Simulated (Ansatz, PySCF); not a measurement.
Molecule: phosphorus nitride, PN (charge 0, singlet). SMILES: P#N
Coordinates optimised at B3LYP-D3(BJ)/def2-TZVP (Ansatz, an electronic-structure program):
```xyz
2

N      0.0000     0.0000    -1.0110
P      0.0000     0.0000     0.4718
```

Wanted: enthalpy of formation at 298 K, in kcal/mol. Set-up: 6-311+G** with 5d, 6d on Na to Ar in Ansatz; six Cartesian d functions in 6-31G* and its kin unless marked 5d; UHF or UKS for open shells; spin-orbit terms left out; frozen cores in correlated levels; non-relativistic. First-principles rows: single points at B3LYP-D3(BJ) geometries (Ansatz), with unscaled harmonic terms from B3LYP/6-31G* at its own minima, enthalpies of formation by atomisation with measured atoms. The Hartree-Fock reference of N#P is unstable towards a lower, spin-broken solution.

```json
[
 {"level": "BLYP/6-31G*", "program": "Ansatz", "enthalpy of formation at 298 K (kcal/mol)": "40.7"},
 {"level": "B3LYP/3-21G", "program": "Ansatz", "enthalpy of formation at 298 K (kcal/mol)": "82.0"},
 {"level": "B3LYP/6-31G*", "program": "Ansatz", "enthalpy of formation at 298 K (kcal/mol)": "52.2"},
 {"level": "PBE0/6-311+G**", "program": "Ansatz", "enthalpy of formation at 298 K (kcal/mol)": "57.3"},
 {"level": "M06-2X/6-31G* (5d)", "program": "PySCF", "enthalpy of formation at 298 K (kcal/mol)": "52.9"},
 {"level": "MP2/6-311+G**", "program": "Ansatz", "enthalpy of formation at 298 K (kcal/mol)": "54.1"},
 {"level": "B3PW91/6-31G* (5d)", "program": "PySCF", "enthalpy of formation at 298 K (kcal/mol)": "57.3"},
 {"level": "PBE0/def2-TZVPD", "program": "Ansatz", "enthalpy of formation at 298 K (kcal/mol)": "51.4"}
]
```

No value to compare with is used here. The 7 habitual levels span 40.7 (BLYP/6-31G*) to 82.0 kcal/mol (B3LYP/3-21G); PBE0/def2-TZVPD gives 51.4.

The levels are drawn from those run, B3LYP/6-31G* more often than the rest, none by its result; runs whose electronic state is in doubt are left out.
